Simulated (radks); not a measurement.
Q: The mercury ion Hg+, [Xe] 4f14 5d10 6s1. All-electron calculation, non-relativistic Kohn-Sham, exchange-only PBE, spin-polarised, spherical densities, point nucleus. Program: a radial shooting solver on a logarithmic mesh with Libxc functionals. Every spin shell is full or empty, so the densities are truly spherical. Functionals are evaluated on that one density, not self-consistently. Rank these exchange functionals by their error against the exact value of the orbitals, and give that value: LDA, B88, PBE, PBEsol, revPBE, PW86, EV93, SCAN, r2SCAN, MVS.

A: Exact: -344.860 hartree. From best to worst, with 100 (|E| - |E exact|)/|E exact| (equal figures are ties): SCAN +0.07, B88 +0.08, MVS +0.09, r2SCAN -0.16, revPBE -0.24, PBE -0.32, PW86 -0.37, EV93 -0.49, PBEsol -1.78, LDA -3.78.
